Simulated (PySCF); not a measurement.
B(H)(OH)(NMe2) (C2H8BNO), SMILES CN(C)BO.

Geometry optimised at TPSSh-D3(BJ)/def2-SVP. The structure was generated by enumeration, and PubChem lists no compound with its InChIKey, so it may never have been made. The values are those of a single conformer.

Two levels are set side by side: PBE/def2-TZVP (PySCF) and M06-2X/def2-TZVP (PySCF). Same geometry, gas phase. Differences are taken from unrounded values.

```csv
quantity,PBE
orbital gap (eV),5.47
highest occupied level (eV),-5.60
lowest empty level (eV),-0.13
dipole moment (D),2.77
mean polarisability (bohr³),54.9
```

Q: These are the PBE values. What does M06-2X give? (Estimate from the structure and the level; the computed values follow.)

A: 
| quantity | M06-2X | PBE minus M06-2X |
|---|---|---|
| orbital gap (eV) | 9.58 | -4.11 |
| highest occupied level (eV) | -8.24 | 2.64 |
| lowest empty level (eV) | 1.34 | -1.47 |
| dipole moment (D) | 2.77 | 0.00 |
| mean polarisability (bohr³) | 51.5 | 3.4 |

Without exact exchange PBE keeps part of each electron's self-repulsion, which lifts occupied levels and narrows the gap. Loosely held outer electrons make PBE densities more polarisable. Differences between two approximate levels are no errors against the true value.

Rough cost on one machine, each run with all the roots and properties that it gave: M06-2X against PBE about 4 times.
